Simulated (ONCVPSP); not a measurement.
# tellurium (Te): variants of one ONCV potential

Base potential:

* Element: tellurium
* Generator: ONCVPSP 4.0.1
* Type: optimised norm-conserving Vanderbilt (ONCV)
* Functional: LDA (Perdew-Zunger)
* Relativity: scalar-relativistic
* Frozen core: [Ar] 3d10
* Valence charge: 24
* Reference configuration: 4s2 4p6 4d10 5s1.5 5p4.5
* Partial waves: 4s+5s: rc 1.15 bohr, ncon 4, nbas 7, qcut 9.2 1/bohr, 2 projectors; 4p+5p: rc 1.35 bohr, ncon 4, nbas 7, qcut 8.3 1/bohr, 3 projectors, debl 3 Ha; 4d: rc 1.10 bohr, ncon 4, nbas 9, qcut 11.3 1/bohr, 3 projectors, debl 3.4 Ha; f scattering state at 0.28 Ha: rc 1.20 bohr, ncon 5, nbas 10, qcut 10.3 1/bohr, 2 projectors, debl 2.4 Ha
* Local potential: polynomial inside 0.95 bohr (lpopt 5, dvloc0 0 Ha)
* Core correction: Teter function, fcfact 5.75, rcfact 1.55

Cutoffs, loose and tight: the cutoffs (Ha) at which the residual kinetic energy of the hardest occupied pseudo-wave falls to 1 and 0.1 mHa per electron. They do not see the model core or the augmentation charge, which bear on the density cutoff. Test errors are all-electron minus pseudo excitation energies from the reference, over the configurations 4s2 4p6 4d10 5s2 5p4; 4s2 4p6 4d10 5s2 5p3; 4s2 4p6 4d10 5s2 5p2; 4s2 4p5 4d10 5s2 5p4. A dash means not determined; rows that change the core or the reference have their own tests.

A true bound ghost makes a file unfit for plane-wave use even where its test errors are small: the radial tests pick states by their node count and pass the ghost by.

```tsv
change	outcome	cutoff, loose	cutoff, tight	bound ghosts	GHOST(+) flags above zero	largest test error (meV)
base	generated	51 Ha	77 Ha	none	s	-153
all radii but the core radius scaled by about 0.78 (s 0.90, p 1.06, d 0.86, f 0.94 bohr); local potential polynomial inside 0.74 bohr (lpopt 5, dvloc0 0 Ha)	generated	128 Ha	157 Ha	d	s, d, f	-112
all radii but the core radius scaled by about 1.13 (s 1.30, p 1.52, d 1.24, f 1.34 bohr); local potential polynomial inside 1.06 bohr (lpopt 5, dvloc0 0 Ha)	generated	49 Ha	56 Ha	none	s	-146
all radii but the core radius scaled by about 1.18 (s 1.36, p 1.60, d 1.30, f 1.42 bohr); local potential polynomial inside 1.12 bohr (lpopt 5, dvloc0 0 Ha)	generated	48 Ha	55 Ha	none	none	-132
all radii but the core radius scaled by about 1.33 (s 1.52, p 1.80, d 1.46, f 1.60 bohr); local potential polynomial inside 1.26 bohr (lpopt 5, dvloc0 0 Ha)	generated	45 Ha	51 Ha	none	none	-63
```

What comes out with this change to the base: all radii but the core radius scaled by about 0.91 (s 1.04, p 1.22, d 1.00, f 1.10 bohr); local potential polynomial inside 0.86 bohr (lpopt 5, dvloc0 0 Ha)?

outcome: generated; cutoff, loose: 56 Ha; cutoff, tight: 113 Ha; bound ghosts: none; GHOST(+) flags above zero: s; largest test error (meV): -140.

Reading the sweep of the scale of all radii but the core radius (base = 1) (base included, trends over the rows without a ghost): The loose cutoff stays near 49 Ha. The median size of the test errors (rows with all tests solved) rises from 4.1 meV at 0.91 to 5.4 meV at 1.33. More of the atom is replaced by a form fitted at one configuration, so other configurations suffer as the radius grows. Bound ghosts are found at 0.78.
